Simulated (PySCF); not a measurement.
A side-by-side comparison of computed properties.

First species: C₅H₁₂NOP.
Structure used (GFN2-xTB), in Å, numbered top down from 1:
```xyz
20
C5H12NOP angstrom
C     -3.6068    0.6898   -0.5930
O     -2.2470    0.3638   -0.4398
C     -1.8374   -0.7812   -1.0414
P     -0.2483   -1.3244   -1.0235
C      0.5188    0.0786   -0.0498
N      1.9163   -0.1968    0.1942
C      2.6393    0.9919    0.5935
C      2.0786   -1.2688    1.1499
H     -4.2518   -0.1230   -0.2437
H     -3.8434    0.9087   -1.6396
H     -3.7812    1.5791    0.0107
H     -2.5984   -1.3655   -1.5465
H     -0.0573    0.2397    0.8792
H      0.4320    0.9826   -0.6600
H      2.2616    1.4259    1.5332
H      2.5613    1.7415   -0.1931
H      3.6905    0.7394    0.7267
H      1.6723   -1.0160    2.1429
H      1.5585   -2.1519    0.7752
H      3.1373   -1.5027    1.2523
```

Second species: C₃H₁₃OPSi₃.
Structure used (GFN2-xTB), in Å, numbered top down from 1:
```xyz
21
C3H13OPSi3 angstrom
C      0.702    2.817    0.620
C     -0.084    2.110   -0.176
Si     0.344    0.418   -0.893
O      1.863    0.008   -0.482
Si     3.166   -0.181    0.460
Si    -1.100   -1.196   -0.047
C     -2.012   -2.134   -1.437
P     -2.754   -0.168    1.106
H      0.411    3.768    1.042
H      1.689    2.467    0.881
H     -1.070    2.499   -0.406
H      0.436    0.517   -2.357
H      3.763   -1.438    0.018
H      4.038    0.969    0.233
H      2.725   -0.244    1.854
H     -0.466   -2.231    0.804
H     -2.563   -1.442   -2.068
H     -2.729   -2.844   -1.033
H     -1.321   -2.682   -2.071
H     -3.122   -1.284    1.834
H     -1.924    0.286    2.117
```

Levels: PBE0/pcSseg-1 for dipole moment, HOMO energy, LUMO energy and HOMO–LUMO gap; GFN2-xTB for rotational constant A and rotational constant C. Geometries: GFN2-xTB. Each structure is a single optimised conformer of the isolated species, non-relativistic unless stated. Electronic properties by PySCF.

Dipoles, sizes and rotational constants follow the conformer. The torsions of the flexible species, by atom-mapped SMILES:
- `[CH3:1][O:2]/[CH:3]=[P:4]\[CH2:5][N:6]([CH3:7])[CH3:8]`: C1–O2–C3–P4 178°, C3–P4–C5–N6 176°, P4–C5–N6–C7 164°
- `[CH2:1]=[CH:2][Si@@H:3]([O:4][SiH3:5])[Si@H:6]([CH3:7])[PH2:8]`: C1–C2–Si3–O4 -4°, C2–Si3–O4–Si5 44°, C2–Si3–Si6–C7 124°, H–P8–Si6–Si3 -160°, H–P8–Si6–Si3 -67°

```csv
property,column X,column Y
dipole moment,0.91 D,2.95 D
HOMO energy,-7.26 eV,-5.99 eV
LUMO energy,-0.57 eV,-0.86 eV
HOMO–LUMO gap,6.69 eV,5.13 eV
rotational constant A,1.278 GHz,3.393 GHz
rotational constant C,0.478 GHz,0.700 GHz
```

Q: Which column belongs to which species?

A: Column X is the second species and column Y the first. The first has 20 atoms and 72 electrons, the second 21 and 96.

Q: How does each property change from the first species to the second?

A: dipole moment -2.04 D; HOMO energy -1.27 eV; LUMO energy +0.29 eV; HOMO–LUMO gap +1.56 eV; rotational constant A -2.115 GHz; rotational constant C -0.222 GHz.

On the first: In atomic units the dipole is 1.16 e·bohr (1 au = 2.5417 D).

On the second: In atomic units the dipole is 0.36 e·bohr (1 au = 2.5417 D).
